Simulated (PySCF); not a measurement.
## [Nd(OH)2]+ at several levels of theory

Computed with PySCF 2.14.0 (density fitting, no spin-orbit coupling) at the geometry relaxed with PBE0:

```xyz
5
[Nd(OH)2]+ (singlet in the valence; each metal's 4f electrons, 3 of them, lie in its core potential, out of spins and levels)
Nd    0.0000    0.0000   -0.6415
O     1.6395   -0.0342    0.5146
H     2.2755   -0.0472    1.2388
O    -1.6395    0.0342    0.5146
H    -2.2755    0.0472    1.2388
```

| level | basis | state | HOMO (eV) | gap (eV) | charge on Nd1 (e) | population of f-type functions on Nd1 (polarisation alone where 4f lies in the core) | dipole about the centre of mass (D) | largest force component (eV/Å) |
| --- | --- | --- | --- | --- | --- | --- | --- | --- |
| PBE0 | Nd lcecp-1-SVP with ECP49, O def2-SVP, H def2-SVP | singlet | -13.49 | 6.81 | 1.38 | 0.10 | 2.56 | 0.00 |
| BLYP | the same | singlet | -11.75 | 4.28 | 1.21 | 0.09 | 2.13 | 0.86 |
| PBE0 | Nd lcecp-1-TZVP with ECP49, O def2-TZVP, H def2-TZVP | singlet | -13.55 | 6.90 | 1.81 | 0.10 | 2.79 | 0.16 |

In the lcecp rows the 4f levels are missing from HOMO and gap, and the state counts the valence alone.

Charges are Mulliken's, which hang on the basis. The relaxation used the grid (50, 194), these runs (75, 302) or, all-electron (x2c bases, spin-free X2C Hamiltonian), (99, 590).

Question: What does B3LYP with Nd lcecp-1-SVP with ECP49, O def2-SVP, H def2-SVP give here?

Answer: state singlet, HOMO (eV) -13.18, gap (eV) 6.14, charge on Nd1 (e) 1.34, population of f-type functions on Nd1 (polarisation alone where 4f lies in the core) 0.10, dipole about the centre of mass (D) 2.49, largest force component (eV/Å) 0.45. Time: 2.2 s on 2 threads of Arm Neoverse V1, on a shared host, from an already converged density.

In the first row's basis the gap widens with exact exchange: 4.3 eV for BLYP (none); 6.1 to 6.8 eV for B3LYP, PBE0 (a fixed share).

An lcecp potential fixes the number of 4f electrons, so in runs with it no electron can move into or out of that shell.
